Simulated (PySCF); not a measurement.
**F²⁺ (fluorine, charge +2): M06-2X calculation**

Configuration: [He] 2s2 2p3, high-spin 4S determinant. All numbers are calculated (PySCF 2.14, no relativity, point nucleus, in aug-cc-pVTZ (5s4p3d2f, 46 functions)).

```
Total energy                                     : -97.8004 hartree
One-electron energy                              : -126.1769 hartree
Hartree (Coulomb) energy                         : 37.7688 hartree
Exchange-correlation energy                      : -9.3922 hartree
Kinetic energy                                   : 97.48986 hartree
⟨S²⟩                                             : 3.7518
⟨L²⟩                                             : 0.000
Sum of ⟨r⟩                                       : 4.840 bohr
Sum of ⟨r²⟩                                      : 5.034 bohr²
Density at the nucleus (Gaussians lack the cusp) : 434 bohr⁻³
Spin density at the nucleus                      : 0.0913 bohr⁻³
Langevin diamagnetic susceptibility              : -3.99 ×10⁻⁶ cm³/mol
```

| shell | electrons | mean orbital energy (eV) | rms radius, mean of both spins (bohr) |
| --- | --- | --- | --- |
| 1s α | 1 | -736.61 | 0.204 |
| 1s β | 1 | -733.76 | 0.204 |
| 2s α | 1 | -78.175 | 1.01 |
| 2s β | 1 | -68.495 | 1.01 |
| 2p α | 3 | -57.564 | 0.983 |
